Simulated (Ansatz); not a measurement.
`[Cl][GeH2][GeH3]` + `C[O][GeH3]` → `[GeH3][GeH3]` + `C[O][GeH2][Cl]` at 700 K and 1 bar (redistribution).

Isolated molecules relaxed with PBE0-D4/def2-TZVP in Ansatz; ΔE leaves out vibrations. CBS: MP2 limit from def2 TZ/QZ plus the TZ coupled-cluster correction, frozen cores. For Ge outer-core shells are correlated without core-valence functions, which leaves a few kJ/mol of doubt a bond. Scalar relativity is left out up to krypton. One conformer a species, not always the lowest.

| species | CCSD(T)/CBS energy (Eh) | H − E (kJ/mol) | S (J/(mol·K)) |
| --- | --- | --- | --- |
| `[Cl][GeH2][GeH3]` | -4615.04400 | 174.4 | 450.9 |
| `C[O][GeH3]` | -2192.93708 | 231.6 | 399.1 |
| `[GeH3][GeH3]` | -4155.81928 | 182.8 | 392.2 |
| `C[O][GeH2][Cl]` | -2652.16457 | 222.9 | 453.0 |

H − E and S are ideal-gas, rigid-rotor, harmonic terms from PBE0-D4/def2-TZVP, for one conformer and one mirror image of each species. 1 Eh = 2625.50 kJ/mol, R = 8.31446 J/(mol·K).

Question: By hand: ΔE, ΔH, ΔS and ΔG.

Answer: ΔE = (-4155.81928) + (-2652.16457) − (-4615.04400) − (-2192.93708) = -0.00277 Eh = -7.3 kJ/mol. Δ(H − E) = 182.8 + 222.9 − 174.4 − 231.6 = -0.3, so ΔH = -7.6 kJ/mol. ΔS = 392.2 + 453.0 − 450.9 − 399.1 = -4.8 J/(mol·K). ΔG = -7.6 − 700 × (-4.8)/1000 = -4.2 kJ/mol.

Question: By hand: the equilibrium constant, and the temperature at which ΔG would vanish if ΔH and ΔS stayed fixed.

Answer: log₁₀ K = −ΔG/(RT ln 10) = 0.3. ΔG = 0 at ΔH/ΔS = 1583 K, though so small a ΔH makes that figure unsure.

TΔS isn't small against ΔH here. The sign of ΔG lies within the doubt. A doubt of 5 kJ/mol in ΔE shifts log₁₀ K by 0.4 here. Other conformers and mirror images would add mixing entropy, several J/(mol·K) or more a flexible species. Modes under 60 cm⁻¹, often nearly free rotors, make the harmonic entropy too high. These are equilibria of isolated gas molecules and say nothing of rates. Largest T1 diagnostic: 0.012 (customary marks: 0.02 for closed shells, 0.045 for open ones).
